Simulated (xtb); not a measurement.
xtb input:

```bash
xtb mol.xyz --gfn 2 --sp --chrg 1 --uhf 0
```
mol.xyz:
```
10

C      1.45441900    -0.52153621    -0.23444647
B      0.09030466     0.12227251     0.06142920
O     -0.34848165     1.24163145     0.60482380
O     -1.12322625    -0.66990312    -0.34597571
H      1.55912882    -1.48555458     0.27361421
H      1.58279116    -0.70984853    -1.30518467
H      2.27784953     0.11396771     0.09013478
H      0.28828827     1.88901814     0.93244580
H     -2.02062330    -0.32258505    -0.18877886
H     -1.09180857    -1.54096961    -0.77348307
```

Q: Predict the final energy.

A: -14.18239 Eh (GFN2-xTB).

It need not be the lowest isomer of its formula.
